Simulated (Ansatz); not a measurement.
The cluster BaSe₂⁻. Total charge -1; doublet. Geometry PBE0-D4/def2-TZVP, that of the neutral singlet; atoms count from 1.

```
atom    x (Å)    y (Å)    z (Å)
 Ba1   1.2480   1.0852   0.4883
 Se2  -0.4905  -1.1557   0.7769
 Se3  -0.7574   0.0705  -1.2652
```

In the def2 sets Ba takes a core potential; there is no spin–orbit coupling. The highest occupied level of the charge -1 doublet lies above zero (up to 0.06 eV). By energy differences its removal costs 0.99 eV (vertical, to the charge 0 singlet, at PBE0-D4/def2-TZVPD); a positive level beside a positive removal energy at the same level points to self-interaction error. The structure comes from a short search, and lower isomers may exist.

(1) Estimate the Mulliken populations from the PBE0/def2-TZVPD orbitals of Ansatz.

(2) Where does the spin sit?

(3) And the Mayer bond orders between bonded heavy atoms (over 0.3)?

## Answers

(1) 
```
atom  charge (e)  spin (α − β)
 Ba1        0.28          1.13
 Se2       -0.64         -0.07
 Se3       -0.64         -0.07
```
Mulliken values and Mayer orders depend strongly on the basis. With diffuse functions, as here, like atoms can get unlike values, and bond orders can come out too low or too high.

(2) Summed by element: Ba 1.13, Se -0.13, of 1 unpaired in all. Largest on single atoms: Ba1 1.13, Se3 -0.07, Se2 -0.07.

(3) Ba1–Se2 0.40 (2.85 Å); Ba1–Se3 0.40 (2.85 Å); Se2–Se3 0.80 (2.40 Å).
